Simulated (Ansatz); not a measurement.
Z-matrix (Å, degrees):
```
Ti
C 1 2.368
C 1 2.395 2 132.7
C 1 2.368 2 77.3 3 15.4
Cl 1 2.320 2 132.2 3 123.0
C 1 2.403 2 111.2 3 -31.5
C 1 2.403 2 57.1 3 141.4
C 1 2.380 2 34.3 3 -140.6
Cl 1 2.320 2 111.6 3 -115.2
C 1 2.355 2 78.5 3 -20.3
C 1 2.380 2 108.7 3 29.4
C 1 2.355 2 34.9 3 103.6
C 1 2.395 2 57.2 3 -178.0
H 2 1.078 1 119.9 3 18.2
H 3 1.078 1 117.4 2 176.8
H 4 1.078 1 119.9 2 33.7
H 6 1.077 1 118.6 2 -101.4
H 7 1.077 1 118.6 2 -159.3
H 8 1.078 1 117.8 2 122.2
H 10 1.079 1 119.6 2 -38.6
H 11 1.078 1 117.8 2 97.5
H 12 1.079 1 119.5 2 -122.8
H 13 1.078 1 117.4 2 158.9
```

The species carries charge 0 and has multiplicity 1.

(1) List the PBE/def2-TZVPP orbital energies in eV (Ansatz). (Estimate.)

Answers

(1) The calculation gave: Occupied: -4836.80, -2737.67, -2737.67, -530.95, -443.54, -443.51, -443.47, -269.80, -269.80, -269.72, -269.72, -269.68, -269.68, -269.65, -269.64, -269.51, -269.51, -248.25, -248.25, -188.90, -188.90, -188.82, -188.82, -188.77, -188.77, -61.23, -38.28, -38.26, -38.24, -22.75, -22.52, -18.87, -18.76, -18.25, -18.09, -18.08, -17.93, -14.02, -14.00, -13.74, -13.73, -13.69, -13.43, -10.80, -10.24, -10.23, -10.16, -10.13, -9.82, -9.76, -9.75, -9.62, -9.62, -7.95, -7.93, -7.68, -7.49, -7.44, -7.19, -7.16, -6.17, -5.92, -5.67. Lowest empty: -3.41, -2.33, -2.24, -2.10, -1.94, -0.33, -0.17, 0.06.
